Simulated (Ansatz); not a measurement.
Energy needed to pull apart BH5Se (SMILES [BH3-][SeH2+]), singlet, into free ground-state atoms, from the structure below (displaced at random from a GFN2-xTB minimum); no zero-point or spin–orbit terms; open-shell atoms are treated unrestricted, in their ground-state multiplicity.

B1  (-0.687, -0.415, -0.476)
Se2  (0.987, 0.781, 0.055)
H3  (-0.984, -0.985, 0.505)
H4  (-0.224, -1.136, -1.324)
H5  (-1.459, 0.394, -0.895)
H6  (0.566, 1.404, 1.261)
H7  (1.850, -0.126, 0.815)
(Å)

Ansatz 0.2.0; basis: def2-TZVPP; cores frozen in the correlated methods. Filled d shells of the heavier atoms are correlated. The def2 sets are not built for correlating such inner shells, so the correlated values are less sure here.

| method | atomization energy (kcal/mol) |
| --- | --- |
| PBE-D4 | 461.6 |
| BLYP-D4 | 458.1 |
| r2SCAN-D4 | 462.9 |
| PBE0-D4 | 457.9 |
| LC-wPBE | ? |
| wB97M-V | 459.6 |
| HF | 341.7 |
| MP2 | ? |
| CCSD | 446.5 |
| CCSD(T) | 451.2 |

Q: What does LC-wPBE give? (An estimate is asked for; the value comes from the calculation.)

A: The calculation gives: 452.2 kcal/mol, which is about 1.0 kcal/mol more than CCSD(T)/def2-TZVPP.

Q: What does MP2 give? (To be estimated.)

A: The calculation gives: 447.4 kcal/mol, which is about 3.8 kcal/mol less than CCSD(T)/def2-TZVPP.

In triple zeta the MP2 and coupled-cluster atomization energies are still short of their basis limit by a few kcal/mol a bond, whereas those of the functionals are nearly converged, so these differences are not deviations from converged CCSD(T).

No T1 diagnostic of these runs exceeds 0.010.

For scale, one of the runs: CCSD(T)/def2-TZVPP forces, 149 basis functions (an equivalent command: `ansatz run in.yaml --threads 4`). Time: 68 s of wall clock on 4 CPU threads; the host was shared. Peak host memory: 1.7 GiB.
